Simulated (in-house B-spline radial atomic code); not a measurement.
Inner levels of terbium as electrons are removed. A shift is the extra binding of the orbital against the neutral atom ([Xe] 4f9 6s2). Computed with an all-electron radial atomic-structure program (B-spline basis): non-relativistic Hartree-Fock, average of the configuration, point nuclei.

This level leaves out relativity, spin-orbit splitting included, which matters for heavy ions.

```tsv
ion	configuration	shift of 3s (eV)	shift of 2p (eV)	shift of 2s (eV)	radius of 3s (bohr)	radius of 2p (bohr)	radius of 2s (bohr)	Σ<r²> (bohr²)	change of density at nucleus (bohr⁻³)
Tb30+	[Ar] 3d10 4s2 4p5	1055.01	1102.68	1100.69	0.25135	0.084103	0.099057	3.242	310.19
Tb31+	[Ar] 3d10 4s2 4p4	?	?	?	?	?	?	?	?
Tb32+	[Ar] 3d10 4s2 4p3	?	?	?	?	?	?	?	?
Tb33+	[Ar] 3d10 4s2 4p2	1221.35	1288.74	1284.97	0.25043	0.084054	0.098992	2.2921	433.22
Tb34+	[Ar] 3d10 4s2 4p1	1278.07	1352.47	1348.06	0.25011	0.084037	0.098969	1.9917	476.03
Tb35+	[Ar] 3d10 4s2	1335.41	1417.06	1411.98	0.24978	0.084019	0.098945	1.6989	519.74
Tb36+	[Ar] 3d10 4s1	1391.52	1481.28	1474.78	0.24982	0.084002	0.09894	1.412	-108.11
Tb37+	[Ar] 3d10	1448.17	1546.27	1538.31	0.24961	0.083984	0.098933	1.1317	-755.97
Tb38+	[Ar] 3d9	1543.47	1675.39	1665.94	0.24815	0.083906	0.098851	1.0636	-670.63
Tb39+	[Ar] 3d8	1639.89	1806.59	1795.54	0.24671	0.083825	0.098766	0.9978	-583.18
Tb40+	[Ar] 3d7	1737.42	1939.83	1927.1	0.24527	0.083741	0.098678	0.93433	-493.62
Tb41+	[Ar] 3d6	1836.06	2075.12	2060.61	0.24385	0.083653	0.098587	0.87305	-401.95
Tb42+	[Ar] 3d5	1935.81	2212.45	2196.05	0.24244	0.083563	0.098492	0.81386	-308.16
Tb43+	[Ar] 3d4	2036.66	2351.79	2333.42	0.24104	0.083471	0.098394	0.75666	-212.24
Tb44+	[Ar] 3d3	2138.61	2493.16	2472.69	0.23965	0.083375	0.098294	0.70136	-114.21
Tb45+	[Ar] 3d2	2241.65	2636.53	2613.86	0.23827	0.083276	0.09819	0.64789	-14.042
Tb46+	[Ar] 3d1	2345.78	2781.9	2756.93	0.23691	0.083175	0.098083	0.59616	88.251
Tb47+	[Ne] 3s2 3p6	2450.99	2929.25	2901.86	0.23555	0.08307	0.097974	0.5461	192.68
Tb48+	[Ne] 3s2 3p5	2544.23	3064.44	3034.1	0.23455	0.083058	0.097865	0.48397	305.39
Tb49+	[Ne] 3s2 3p4	?	?	?	?	?	?	?	?
Tb50+	[Ne] 3s2 3p3	2732.88	3338.81	3302.29	0.23256	0.082875	0.097641	0.36367	536.1
```

Fill in the row of Tb31+.

shift of 3s (eV): 1109.82; shift of 2p (eV): 1163.84; shift of 2s (eV): 1161.28; radius of 3s (bohr): 0.25105; radius of 2p (bohr): 0.084087; radius of 2s (bohr): 0.099036; Σ<r²> (bohr²): 2.917; change of density at nucleus (bohr⁻³): 350.3.

Fill in the row of Tb32+.

shift of 3s (eV): 1165.27; shift of 2p (eV): 1225.86; shift of 2s (eV): 1222.71; radius of 3s (bohr): 0.25074; radius of 2p (bohr): 0.084071; radius of 2s (bohr): 0.099014; Σ<r²> (bohr²): 2.6005; change of density at nucleus (bohr⁻³): 391.31.

Fill in the row of Tb49+.

shift of 3s (eV): 2638.19; shift of 2p (eV): 3200.97; shift of 2s (eV): 3167.58; radius of 3s (bohr): 0.23355; radius of 2p (bohr): 0.082967; radius of 2s (bohr): 0.097754; Σ<r²> (bohr²): 0.42317; change of density at nucleus (bohr⁻³): 419.86.
